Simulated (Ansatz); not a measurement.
C₃H₇Cl₃Si⁺, that is Si(iPr)Cl3 with one electron fewer. Charge 1, multiplicity 2. Geometry PBE-D4/def2-SVP, that of the neutral singlet; atoms count from 1.

```xyz
14

Si    0.363    0.720    1.414
C     0.102   -0.464   -0.028
C     0.943   -0.045   -1.245
C    -1.394   -0.600   -0.358
H     0.480   -1.439    0.359
H     2.022    0.016   -1.001
H     0.623    0.947   -1.627
H     0.820   -0.778   -2.070
H    -1.544   -1.343   -1.169
H    -1.984   -0.931    0.520
H    -1.814    0.366   -0.706
Cl    2.374    0.877    1.890
Cl   -0.652    0.064    3.098
Cl   -0.339    2.610    0.923
```

**Question.** Estimate the Mulliken populations from the PBE0/def2-TZVP orbitals of Ansatz.

**Answer.** 
| atom | charge (e) | spin (α − β) |
| --- | --- | --- |
| Si1 | 0.60 | 0.07 |
| C2 | -0.16 | 0.31 |
| C3 | -0.37 | 0.03 |
| C4 | -0.37 | 0.03 |
| H5 | 0.20 | 0.03 |
| H6 | 0.19 | 0.00 |
| H7 | 0.18 | 0.01 |
| H8 | 0.21 | 0.06 |
| H9 | 0.21 | 0.06 |
| H10 | 0.19 | 0.00 |
| H11 | 0.18 | 0.01 |
| Cl12 | -0.02 | 0.13 |
| Cl13 | -0.02 | 0.13 |
| Cl14 | -0.04 | 0.11 |
Mulliken values depend strongly on the basis.

**Question.** Where does the spin sit?

**Answer.** Summed by element: Si 0.07, C 0.37, H 0.18, Cl 0.37, of 1 unpaired in all. Largest on single atoms: C2 0.31, Cl13 0.13, Cl12 0.13.

**Question.** And the Mayer bond orders between heavy atoms (over 0.3)?

**Answer.** Si1–C2 0.76 (1.88 Å); Si1–Cl12 1.26 (2.07 Å); Si1–Cl13 1.26 (2.07 Å); Si1–Cl14 1.25 (2.07 Å); C2–C3 1.03 (1.54 Å); C2–C4 1.03 (1.54 Å).
